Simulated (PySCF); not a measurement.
C$_{9}$H$_{12}$, triplet, geometry from GFN2-xTB of the parent state (a higher spin typed on purpose: for a closed-shell molecule this is an excited state); DF-SVWN5/3-21G in PySCF.

PySCF was given this input:
```python
from pyscf import gto, scf, dft

mol = gto.Mole()
mol.atom = '''
    C    -2.45427749   -1.56754393   -0.15194683
    C    -1.20774332   -0.73942144   -0.07341532
    C    -1.23090127    0.64089896   -0.09373912
    C    -0.08780198    1.41659103   -0.02166085
    C    -0.12680279    2.91405995   -0.04444932
    C     1.19653239    0.73481922    0.08056662
    C     1.24106867   -0.64498214    0.10184989
    C     2.57846463   -1.34631524    0.18269051
    C     0.08551732   -1.40339141    0.02991248
    H    -2.57836558   -2.20685123    0.73451687
    H    -3.33947041   -0.93259028   -0.23094101
    H    -2.44509783   -2.24009216   -1.02213488
    H    -2.19726837    1.14484451   -0.17013219
    H     0.31414126    3.35064020    0.86412633
    H    -1.15463578    3.27536327   -0.12174359
    H     0.43810250    3.32739609   -0.89336927
    H     2.10389440    1.32685493    0.13875524
    H     3.33734414   -0.69472376    0.61884649
    H     2.51042234   -2.25200007    0.78854250
    H     2.92255665   -1.63995003   -0.81397650
    H     0.12404001   -2.48718168    0.04866189
'''
mol.basis = '3-21g'
mol.spin = 2
mol.verbose = 4
mol.build()

mf = dft.UKS(mol)
mf.xc = 'lda,vwn'
mf = mf.density_fit(auxbasis='def2-universal-jkfit')
mf.kernel()
```

The log (banner, timings and long lists left out):

```
PySCF version 2.14.0

[INPUT] verbose = 4
[INPUT] num. atoms = 21
[INPUT] num. electrons = 66
[INPUT] charge = 0
[INPUT] spin (= nelec alpha-beta = 2S) = 2
[INPUT] symmetry False subgroup None
[INPUT] Mole.unit = angstrom
[INPUT] Symbol           X                Y                Z      unit          X                Y                Z       unit  Magmom
[...]
nuclear repulsion = 417.907930864819
number of shells = 69
number of NR pGTOs = 171
number of NR cGTOs = 105
basis = 3-21g
ecp = {}

******** <class 'pyscf.df.df_jk.DFUKS'> ********
method = DFUKS
initial guess = minao
damping factor = 0
level_shift factor = 0
DIIS = <class 'pyscf.scf.diis.CDIIS'>
diis_start_cycle = 1
diis_space = 8
diis_damp = 0
SCF conv_tol = 1e-09
SCF conv_tol_grad = None
SCF max_cycles = 50
direct_scf = False
number electrons alpha = 34  beta = 32
XC library pyscf.dft.libxc version 7.1.2
    S. Lehtola, C. Steigemann, M. J. T. Oliveira, and M. A. L. Marques,  SoftwareX 7, 1–5 (2018)
XC functionals = lda,vwn
    P. A. M. Dirac,  Math. Proc. Cambridge Philos. Soc. 26, 376 (1930)
    F. Bloch,  Z. Phys. 57, 545 (1929)
    S. H. Vosko, L. Wilk, and M. Nusair,  Can. J. Phys. 58, 1200 (1980)
radial grids:
    Treutler-Ahlrichs [JCP 102, 346 (1995); DOI:10.1063/1.469408] (M4) radial grids

becke partition: Becke, JCP 88, 2547 (1988); DOI:10.1063/1.454033
pruning grids: <function nwchem_prune>
grids dens level: 3
symmetrized grids: False
atomic radii adjust function: <function treutler_atomic_radii_adjust>
small_rho_cutoff = 0
Set gradient conv threshold to 3.16228e-05
tot grids = 244760
init E= -345.589693117847

cycle= 1 E= -344.788831687839  delta_E= 0.801  |g|= 0.412  |ddm|= 3.58

cycle= 2 E= -344.72314983277  delta_E= 0.0657  |g|= 0.537  |ddm|= 1.27

cycle= 3 E= -344.884788795921  delta_E= -0.162  |g|= 0.0334  |ddm|= 0.749

cycle= 4 E= -344.884425215953  delta_E= 0.000364  |g|= 0.0413  |ddm|= 0.114

cycle= 5 E= -344.885357208367  delta_E= -0.000932  |g|= 0.0144  |ddm|= 0.0859

cycle= 6 E= -344.885476215655  delta_E= -0.000119  |g|= 0.00469  |ddm|= 0.0295

cycle= 7 E= -344.885485280952  delta_E= -9.07e-06  |g|= 0.00291  |ddm|= 0.00903

cycle= 8 E= -344.885489341142  delta_E= -4.06e-06  |g|= 0.00146  |ddm|= 0.00656

cycle= 9 E= -344.885490592246  delta_E= -1.25e-06  |g|= 0.000487  |ddm|= 0.00304

cycle= 10 E= -344.885490723231  delta_E= -1.31e-07  |g|= 0.00015  |ddm|= 0.000826

cycle= 11 E= -344.885490735451  delta_E= -1.22e-08  |g|= 3.01e-05  |ddm|= 0.000241

cycle= 12 E= -344.885490736509  delta_E= -1.06e-09  |g|= 1.16e-05  |ddm|= 0.000142

cycle= 13 E= -344.885490736653  delta_E= -1.44e-10  |g|= 8.14e-06  |ddm|= 5.19e-05

Extra cycle  E= -344.88549073659  delta_E= 6.36e-11  |g|= 1.52e-05  |ddm|= 4.46e-05
converged SCF energy = -344.88549073659  <S^2> = 2.0108362  2S+1 = 3.0072155
```
